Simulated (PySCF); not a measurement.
BrH₃Si₂, SMILES [SiH3][Si]Br (connectivity only; charge and spin as stated), neutral, multiplicity 1. Atoms are numbered in the order given.

```xyz
6

Si     1.2561    -0.4453     0.0000
Br    -0.2472     1.2570     0.0000
Si    -0.4576    -2.1587     0.0000
H      0.1091    -3.5453     0.0000
H     -1.3181    -1.9965    -1.2162
H     -1.3181    -1.9965     1.2162
```
Charge 0, spin multiplicity 1.

The structure is a stationary point at r2SCAN-D4/def2-SVP.

Calculation: TDA-LC-ωPBE/def2-SVPD (PySCF 2.14.0).

Vertical excitations. Gas-phase values at a fixed geometry. State labels are in the subgroup Cs.

Computed excitation energies, oscillator strengths and character:
```tsv
state	symmetry	energy (eV)	λ (nm)	f	main pairs
S1	A"	1.92	644	0.004	HOMO→LUMO 98 %
S2	A'	4.83	257	0.019	HOMO→LUMO+1 91 %
S3	A"	4.85	255	0.010	HOMO−1→LUMO 93 %
S4	A"	5.34	232	0.004	HOMO−3→LUMO 94 %
S5	A'	5.57	223	0.056	HOMO−2→LUMO 89 %
S6	A'	6.30	197	0.298	HOMO→LUMO+2 53 %, HOMO→LUMO+3 37 %
S7	A'	6.85	181	0.108	HOMO→LUMO+3 42 %, HOMO→LUMO+2 24 %, HOMO→LUMO+4 17 %
S8	A"	6.90	180	0.003	HOMO−5→LUMO 84 %
S9	A'	7.08	175	0.139	HOMO−4→LUMO 88 %
S10	A"	7.20	172	0.022	HOMO→LUMO+7 55 %, HOMO→LUMO+5 27 %
T1	A"	0.81	1529	0	HOMO→LUMO 94 %
T2	A'	3.81	325	0	HOMO→LUMO+1 86 %
T3	A"	3.89	319	0	HOMO−1→LUMO 61 %, HOMO−3→LUMO 26 %
T4	A'	4.57	271	0	HOMO−2→LUMO 93 %
```
Triplets are in the Tamm–Dancoff approximation.
